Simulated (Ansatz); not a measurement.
CH4F2OSi, SMILES `FC(F)O[SiH3]`. Charge 0, multiplicity 1. Geometry: relaxed with PBE0-D4/def2-TZVP. It is one conformer, not always the lowest.

```xyz
9

F     1.879   -0.105   -0.825
C     0.634   -0.586   -1.048
F     0.544   -1.740   -0.335
O    -0.298    0.295   -0.658
Si   -0.721    0.649    0.924
H     0.532   -0.820   -2.110
H    -1.478    1.914    0.817
H     0.488    0.819    1.763
H    -1.579   -0.427    1.472
```

(1) What is the dipole moment at PBE/def2-TZVPP? (Estimate.)

(2) And with r2SCAN, B3LYP, ωB97M-V? (Estimate.)

(3) Give the Mulliken charges with PBE, r2SCAN, B3LYP in def2-TZVPP. (Best estimate.)

Results:

(1) Computed: 1.02 D, with components (-0.93, 0.40, -0.14) D in this frame, pointing from negative to positive charge.

(2) The calculation gave: r2SCAN 1.06 D, B3LYP 1.09 D, ωB97M-V 1.07 D.

(3) The calculation gave: 
```tsv
atom	PBE	r2SCAN	B3LYP
F1	-0.16	-0.20	-0.21
C2	0.32	0.47	0.42
F3	-0.17	-0.21	-0.22
O4	-0.28	-0.37	-0.35
Si5	0.34	0.43	0.41
H6	0.08	0.05	0.10
H7	-0.05	-0.06	-0.06
H8	-0.04	-0.05	-0.05
H9	-0.05	-0.06	-0.06
```

B3LYP here is the variant with VWN-RPA as its local correlation; programs differ in this.
